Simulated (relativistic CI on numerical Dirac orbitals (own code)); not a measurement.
# Pd XXVIII: sensitivity of the levels to the model

Base calculation: Dirac-Coulomb-Breit CI, orbitals from a KLI potential per configuration, a model potential for QED, unscaled Slater integrals.

CI space (outside the closed core [Ne]): 3s2 3p6 3d, 3s2 3p5 3d2, 3s 3p6 3d2, 3s2 3p6 4s, 3s2 3p6 4p, 3s2 3p6 4d, 3s2 3p6 4f, 3s2 3p5 3d 4s, 3s2 3p5 3d 4p, 3p6 3d3, 3p5 3d4. Double excitations out of closed p, d and f shells are left out; levels of such configurations are missing from the list, as are those of other unlisted configurations, and high levels can miss mixing partners. These lack a partner that the ground configuration has and come out too high: 3s2 3p5 3d 4s, 3s2 3p5 3d 4p.

The lowest level and the first level of each name with at least 55 % of one term (blank where a level has no safe partner in the second run):

| Level | Base (cm⁻¹) | Shift (cm⁻¹) |
| --- | --- | --- |
| 3s2 3p6 3d 2D_3/2 | 0 | 0 |
| 3s2 3p6 3d 2D_5/2 | 59907 | +9 |
| 3s2 3p5 3d2 4D°_1/2 | 1041436 | +14202 |
| 3s2 3p5 3d2 4D°_3/2 | 1051844 | +13084 |
| 3s2 3p5 3d2 4D°_7/2 | 1125257 | +10487 |
| 3s2 3p5 3d2 4G°_9/2 | 1129530 | +9307 |
| 3s2 3p5 3d2 4G°_11/2 | 1150568 | +9459 |
| 3s2 3p5 3d2 4P°_5/2 | 1157478 | +7190 |
| 3s2 3p5 3d2 4P°_3/2 | 1161335 | +4291 |
| 3s2 3p5 3d2 4F°_9/2 | 1211640 | +4565 |
| 3s2 3p5 3d2 2D°_5/2 | 1213850 | +4713 |
| 3s2 3p5 3d2 2H°_11/2 | 1231025 | +1696 |
| 3s2 3p5 3d2 2P°_1/2 | 1269816 | +1971 |
| 3s2 3p5 3d2 2G°_9/2 | 1287654 | -4083 |
| 3s 3p6 3d2 4F_3/2 | 2240632 | +7689 |
| 3s 3p6 3d2 4F_5/2 | 2260404 | +7342 |
| 3s 3p6 3d2 4F_7/2 | 2293142 | +8054 |
| 3s 3p6 3d2 4F_9/2 | 2325753 | +7542 |
| 3s 3p6 3d2 4P_1/2 | 2333183 | +590 |
| 3s 3p6 3d2 4P_5/2 | 2350161 | +602 |
| 3s 3p6 3d2 4P_3/2 | 2352645 | +1575 |
| 3s 3p6 3d2 2F_5/2 | 2398471 | -3132 |

At this charge energies of transitions that change n are usually good to better than 1 %, and those within a shell (Δn = 0) to a few per cent.

(1) One thing was changed in a second run, which moved the levels as shown. Which?
A. QED terms removed
B. valence Slater integrals scaled by 0.9
C. only the first 3 configurations
D. configuration mixing switched off
E. Breit term removed

## Answers

(1) B. Valence Slater integrals scaled by 0.9. Scaling acts on the splittings between terms and on the mixing, and leaves the fine structure of pure LS terms nearly alone; in jj coupling it moves the levels of one term differently.

LS names give the leading component of a level, which can be under half, so a name can repeat, a term be missing and a line seem to break the LS rules.
